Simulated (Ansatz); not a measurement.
`F[Si]1([GeH3])CO1` and `N[Si]1(F)CO1` differ in one atom or group.

Ansatz, PBE0-D4/def2-TZVP geometries, multiplicity 1. Each molecule was computed in one conformer, which needn't be the lowest.

Scalar relativity is left out up to krypton.

| property | `F[Si]1([GeH3])CO1` |
| --- | --- |
| LUMO energy (PBE0/def2-TZVPP) / eV | -0.59 |
| HOMO energy (B3LYP/def2-TZVPP) / eV | -7.49 |
| size of the dipole moment (B3LYP/def2-TZVPP) / D | 2.12 |
| LUMO energy (ωB97M-V/def2-TZVPP) / eV | 1.22 |
| HOMO energy (ωB97M-V/def2-TZVPP) / eV | -9.90 |
| HOMO–LUMO gap (PBE0/def2-TZVPP) / eV | 7.12 |

(1) Give the same properties after the change, and the shifts. (Estimate.)

Results:

(1) Computed: 
| property | `N[Si]1(F)CO1` | shift |
| --- | --- | --- |
| LUMO energy (PBE0/def2-TZVPP) / eV | 0.39 | 0.98 |
| HOMO energy (B3LYP/def2-TZVPP) / eV | -7.20 | 0.29 |
| size of the dipole moment (B3LYP/def2-TZVPP) / D | 2.93 | 0.81 |
| LUMO energy (ωB97M-V/def2-TZVPP) / eV | 1.93 | 0.71 |
| HOMO energy (ωB97M-V/def2-TZVPP) / eV | -9.72 | 0.18 |
| HOMO–LUMO gap (PBE0/def2-TZVPP) / eV | 7.81 | 0.69 |

With PBE0 the HOMO rises by 0.29 eV and the LUMO rises by 0.98 eV, so the gap widens by about 0.69 eV. PBE moves the HOMO by 0.40 eV and ωB97M-V by 0.18 eV. Dipoles are sizes alone; their direction can turn.

B3LYP here is the variant with VWN-RPA as its local correlation; programs differ in this.
